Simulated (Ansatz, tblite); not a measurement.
Forces on the cluster Na₆P⁻ at its PBE-D4/def2-SVPD geometry. Charge -1, multiplicity 1.

The xTB rows come from tblite. The restricted singlet is unstable towards broken spin symmetry at other levels; at PBE-D4/def2-TZVPD this wasn't settled. The geometry of the singlet was relaxed on an unsound state (restricted singlet, unstable towards broken spin symmetry at other levels and untested here). Another isomer (singlet) lies 0.31 eV lower at PBE0-D4/def2-TZVPD; other spin states weren't run for this one.

GFN1-xTB (tblite), largest force 0.50 eV/Å:

```xyz
7
positions Å, forces eV/Å
P    -0.900   -0.199   -0.336   -0.055    0.001   -0.001
Na    2.860   -2.341   -3.510   -0.323    0.151    0.199
Na    1.636    0.234   -1.045   -0.027   -0.389   -0.301
Na   -1.164    2.674    4.129   -0.045   -0.221   -0.334
Na   -0.398   -2.131   -2.098    0.482    0.061   -0.125
Na   -0.450   -0.429    2.273   -0.149    0.473    0.079
Na   -1.585    2.193    0.587    0.117   -0.076    0.484
```

GFN2-xTB (tblite), largest force 0.66 eV/Å:

```
P 0.368 -0.017 0.013
Na -0.483 0.259 0.363
Na 0.385 -0.284 -0.377
Na -0.031 -0.365 -0.552
Na 0.078 0.121 -0.108
Na -0.157 0.351 0.333
Na -0.161 -0.065 0.329
```

PBE-D4/def2-TZVPD (Ansatz), largest force 0.04 eV/Å:

```
P 0.021 0.011 -0.002
Na -0.016 0.008 0.009
Na -0.024 -0.013 0.005
Na 0.001 -0.011 -0.022
Na 0.009 0.030 0.032
Na -0.003 0.004 -0.023
Na 0.012 -0.028 0.001
```
